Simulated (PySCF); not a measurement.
## C₆ coefficients of unlike pairs at PBE0

Calculated with PySCF 2.14 from the dipole response of each species, C₆(A,B) = (3/π) ∫ α_A(iu) α_B(iu) du, in atomic units, from isotropic polarisabilities. For ions this is the dispersion term alone; charge-induced terms of lower order in 1/R come first.

| species | configuration | basis | relativity | α (bohr³) | C₆ (like pair) |
| --- | --- | --- | --- | --- | --- |
| Be | [He] 2s2 (1S) | dyall-acv3z (15s9p4d2f) | spin-free X2C | 42.96 | 257.9 |
| Ar⁺ | [Ne] 3s2 3p5 (2P) | def2-QZVPPD (10s7p5d2f1g) | none | 6.935 | 31.22 |
| N³⁺ | [He] 2s2 (1S) | aug-cc-pVTZ-DK (5s4p3d2f) | spin-free X2C | 2.115 | 2.097 |
| Al | [Ne] 3s2 3p1 (2P) | dyall-av2z (13s9p2d) | none | 61.44 | 553.1 |

(1) Estimate C₆ for Al with Be.

No spin-orbit coupling is included.

The other pairs:

```csv
pair,C₆
"N³⁺, Ar⁺",8.010
"N³⁺, Be",19.62
"Al, Ar⁺",104.3
"Al, N³⁺",29.42
"Ar⁺, Be",69.22
```

Results:

(1) The integral gives 377.3. The combination rule 2 C_A C_B / (C_A α_B/α_A + C_B α_A/α_B) gives 377.6 and the geometric mean 377.7.
